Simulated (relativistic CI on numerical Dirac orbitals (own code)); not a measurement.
**Sm³⁺ (4f5) in a crystal field**

Calculated by Dirac-Coulomb-Breit CI, KLI orbitals optimised for each configuration, model QED (radiative potential, 1s self-energy scaled to tabulated hydrogen-like ionisation energies), valence Slater integrals scaled by 0.75, one configuration in a parametric crystal field (own radial code).

Field parameters in Wybourne normalisation; cubic f-shell fields have B⁴₄ = √(5/14) B⁴₀ and B⁶₄ = −√(7/2) B⁶₀. The field is a parameter set, without covalency.

S and J are read from ⟨S²⟩ = S(S + 1) and ⟨J²⟩ = J(J + 1) of each level; they are not fictitious spins.

Oh, B40 = -2780, B60 = -480 cm⁻¹, the lowest 16 levels:

```csv
E (cm⁻¹),Degeneracy,Irrep,S,J
0.0,4,Γ8,2.46,2.60
289,2,Γ7,2.45,2.58
1132,4,Γ8,2.47,3.52
1228,2,Γ7,2.47,3.48
1388,2,Γ6,2.47,3.51
2317,4,Γ8,2.48,4.51
2450,4,Γ8,2.48,4.49
2584,2,Γ6,2.48,4.50
3538,2,Γ7,2.48,5.51
3693,2,Γ6,2.48,5.48
3711,4,Γ8,2.48,5.51
3839,4,Γ8,2.48,5.44
4841,2,Γ7,2.47,6.53
4976,4,Γ8,2.47,6.48
5141,4,Γ8,2.47,6.39
5161,2,Γ7,2.47,6.31
```

D3d, B20 = 2420, B40 = -60, B43 = 330, B60 = 230, B63 = 340, B66 = -290 cm⁻¹, the lowest 10 levels:

```csv
E (cm⁻¹),Degeneracy,Irrep,S,J
0.0,2,Γ4,2.45,2.51
242,2,Γ5+Γ6,2.46,2.59
765,2,Γ4,2.46,2.76
1151,2,Γ4,2.47,3.49
1342,2,Γ5+Γ6,2.47,3.50
1594,2,Γ4,2.47,3.43
1796,2,Γ4,2.47,3.65
2377,2,Γ4,2.48,4.48
2495,2,Γ5+Γ6,2.48,4.48
2661,2,Γ4,2.48,4.48
```

Principal g values of the ground doublet: 0.63, 0.63, 0.71.

The next free-ion level lies 1053 cm⁻¹ above the lowest; the field splits the ground level into components whose J stays near 5/2 as long as their spread is small against that gap.

Levels of this model without a field, named by their leading LS term (the scale mimics covalency, so terms lie below those of the real free ion): 6H°_5/2 0, 6H°_7/2 1053, 6H°_9/2 2261, 6H°_11/2 3568, 6H°_13/2 4928, 6F°_1/2 6199, 6H°_15/2 6306, 6F°_3/2 6403 cm⁻¹.
